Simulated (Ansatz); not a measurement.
Isolated molecules relaxed with PBE0-D4/def2-TZVP in Ansatz; ΔE leaves out vibrations. CCSD(T)/CBS is the MP2 limit (def2-TZVPP, def2-QZVPP) plus CCSD(T) − MP2 in def2-TZVPP, frozen cores. This one scheme is used for every species. DFT in def2-TZVPP. Elements past krypton have def2 core potentials. For Te outer-core shells are correlated without core-valence functions, which leaves a few kJ/mol of doubt a bond. Each species was taken in one conformer, which may not be the lowest.

`ClB[TeH]` + `C=O` → `O=CB[TeH]` + HCl  (formal exchange of groups at a B–Cl bond)

| level | ΔE (kJ/mol) |
| --- | --- |
| PBE-D4 | 78.3 |
| r2SCANh-D4 | 82.4 |
| r2SCAN0-D4 | 83.9 |
| B2PLYP | 84.3 |
| PBE-QIDH | 86.1 |
| LC-ωPBE | 83.0 |
| CCSD/def2-TZVPP | 82.8 |
| SCS-MP2/def2-QZVPP | 87.3 |

(1) What does CCSD(T)/CBS give? (An estimate is asked.)

Largest T1 diagnostic among the species: 0.017.

## Answers

(1) Ansatz gave: +81.9 kJ/mol. The listed levels differ from it by -3.6, 0.5, 2.0, 2.4, 4.2, 1.1, 0.9, 5.4 kJ/mol.

Leaving LDA and LC-ωPBE aside and taking each functional with its dispersion term where it has one, the values, not all of them listed here, spread over 8.3 kJ/mol, from revPBE-D4 to PBE-QIDH. LDA lies −4.1 kJ/mol from PBE without D4. From PBE to PBE0 (25 % exact exchange), in def2-TZVPP and without D4, ΔE moves by +3.2 kJ/mol.
